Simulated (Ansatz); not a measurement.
Cost and result up the ladder for Ti5O17H14, a hydroxylated oxide cluster (36 atoms). Total charge 0; singlet. Geometry: PBE-D4/def2-SVP.

Cartesian coordinates in Å:
```
Ti -2.581 1.494 0.399
Ti -0.571 0.078 -1.807
Ti -2.420 -1.814 0.084
Ti 1.211 0.527 2.163
Ti 2.453 -0.490 -1.343
O 1.764 1.135 3.766
O -0.145 -0.653 2.381
O 0.660 1.923 1.153
O -1.795 2.645 1.630
O -4.262 1.995 0.013
O 3.213 -2.019 -0.791
O 2.574 -0.231 1.208
O 0.590 -1.190 -0.895
O 3.797 0.725 -0.870
O 1.135 1.084 -1.377
O -2.527 -0.230 1.070
O -0.933 -2.707 0.717
O -1.585 1.487 -1.057
O -3.917 -2.818 0.057
O 2.389 -0.636 -3.180
O -1.955 -1.204 -1.507
O -0.265 0.061 -3.551
H 1.545 0.782 4.646
H -1.088 -0.422 2.144
H -0.173 2.443 1.379
H -2.224 3.369 2.119
H -4.629 2.287 -0.840
H 3.226 -2.291 0.146
H 3.325 0.298 0.811
H 0.226 -2.026 -0.488
H 3.615 1.642 -1.155
H 0.989 1.566 -0.512
H -0.467 -2.236 1.459
H -4.554 -2.970 -0.662
H 2.680 -1.480 -3.575
H 0.702 -0.122 -3.734
```

Ansatz on 2 threads of AMD EPYC 7R13 on a shared host and a share (18 GiB) of an NVIDIA H100 80GB HBM3. Times are rough, and most runs start from the orbitals of an earlier one. PBE0-D4/def2-TZVP serves as the yardstick here, not as an exact answer. Differences are given only for rows in sets of like size (and for xTB, whose basis is part of the method), since another set adds its own error. Binding counts from free atoms at the same level (Ti triplet, O triplet, H doublet; other spins of the atoms weren't run), without zero-point energy or a counterpoise term.

The 6-31G sets use Cartesian d functions. B3LYP takes the VWN-RPA correlation. Correlated methods freeze 42 core orbitals; core or outer-core shells of Ti are correlated, in sets that lack core-valence functions. The rows differ in basis, and correlated rows in double-zeta sets carry the largest basis error. Single mean-field runs in def2-SVP, def2-TZVP are fitted with def2-universal-jkfit.

Correlated methods converge slowly with the basis, most of all in double-zeta sets.

| level | functions | wall time | binding energy per atom (eV) | difference from PBE0-D4/def2-TZVP (eV) |
| --- | --- | --- | --- | --- |
| HF/6-31G | 326 | 4 s | 2.51 | – |
| PBE-D4/def2-SVP | 463 | 4.5 s | 4.91 | – |
| PBE0-D4/def2-SVP | 463 | 4.9 s | 4.56 | – |
| B3LYP-D4/6-31G | 326 | 5 s | 4.43 | – |
| HF/def2-TZVP | 836 | 5.5 s | 2.74 | -1.77 |
| MP2/def2-SVP | 463 | 5.5 s | 4.49 | – |
| PBE0-D4/def2-TZVP | 836 | 6.5 s | 4.51 | 0.00 |
| B3LYP-D4/def2-TZVP | 836 | 7 s | 4.56 | 0.05 |
